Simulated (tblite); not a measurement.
C₅H₄N (SMILES [c]1ccccn1), doublet, at a GFN2-xTB geometry; IPEA1-xTB (tblite 0.6.0).

Here is a job for tblite.
```
$ tblite run mol.xyz --method ipea1 --charge 0 --spin 1 --json tblite.json --no-restart

# file mol.xyz
10

C      0.63209058    -1.22024868     0.00213114
N     -0.64629227    -1.23442534    -0.05415938
C     -1.34250590    -0.10541752    -0.06100991
C     -0.67699484     1.10741371    -0.00646097
C      0.71176925     1.11346857     0.05449419
C      1.41491343    -0.08547821     0.06018361
H     -2.41988510    -0.18337616    -0.10983212
H     -1.23281981     2.03263606    -0.01143014
H      1.24980916     2.05081684     0.09769064
H      2.49130647    -0.11752659     0.10665885
```

It wrote (shortened):

```
xTB calculator
 | screened Coulomb repulsion
 | Coulomb electrostatics
 |  * isotropic Klopman-Ohno-Mataga-Nishimoto electrostatics
 |  * onsite third-order electrostatics
 | DFT-D3(BJ) dispersion correction

halogen bonding energy    0.0000000000000E+00 Eh
repulsion energy          3.7407046805783E-01 Eh
dispersion energy        -3.8032717111275E-03 Eh
number of electrons       2.9000000000000E+01 e
integral cutoff           4.0000000000000E+01 bohr

------------------------------------------------------------
  cycle        total energy    energy error   density error
------------------------------------------------------------
      1     -17.79080036130  -1.8161068E+01   5.9024491E-01
      2     -17.79885995342  -8.0595921E-03   3.9467648E-01
      3     -17.54299476794   2.5586519E-01   3.2340949E-01
      4     -17.91298009468  -3.6998533E-01   8.2304425E-02
      5     -17.95469048348  -4.1710389E-02   1.4662473E-02
      6     -17.95535113886  -6.6065538E-04   8.6718555E-03
      7     -17.95554574468  -1.9460582E-04   3.6024443E-03
      8     -17.95555896182  -1.3217141E-05   2.0479107E-03
      9     -17.95557170147  -1.2739648E-05   6.1728381E-04
     10     -17.95557280848  -1.1070182E-06   5.7943905E-05
     11     -17.95557279559   1.2893960E-08   9.0163255E-05
     12     -17.95557282548  -2.9884561E-08   4.7549261E-06
------------------------------------------------------------

electronic energy        -1.8325840021822E+01 Eh
total energy             -1.7955572825475E+01 Eh

Post processing:
 | Mayer-Wiberg bond orders

[Info] JSON dump of results written to 'tblite.json'
```
